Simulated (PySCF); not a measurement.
**Electron correlation in I²⁺ (iodine, charge +2)**

[Kr] 4d10 5s2 5p3, high-spin 4S determinant. Computed with PySCF 2.14 in cc-pVDZ-PP with ECP28MDF (4s3p2d, 23 functions), with a scalar-relativistic core potential. Frozen: 4s2 4p6 4d10; 5 electrons correlated.

MP2 pair energies summed by pair of shells (mhartree):

| pair | energy | share (%) |
| --- | --- | --- |
| 5s-5p | -31.31 | 66.8 |
| 5p-5p | -11.07 | 23.6 |
| 5s-5s | -4.46 | 9.5 |

Total MP2 correlation energy: -46.83 mhartree.

Same-spin part -12.33 and opposite-spin part -34.50 mhartree; SCS-MP2 scales them by 1/3 and 6/5 to -45.51 mhartree.

```
  level  correlation energy (mhartree)
   CCSD                         -59.33
    (T)                          -0.46
CCSD(T)                         -59.79
```

Diagnostics: T1 = 0.0019, D1 = 0.0029, largest double amplitude 0.058.

Cost of the coupled-cluster step: 0.15 s of wall time on 1 thread of Neoverse-N1 (shared host), for 5 correlated electrons.
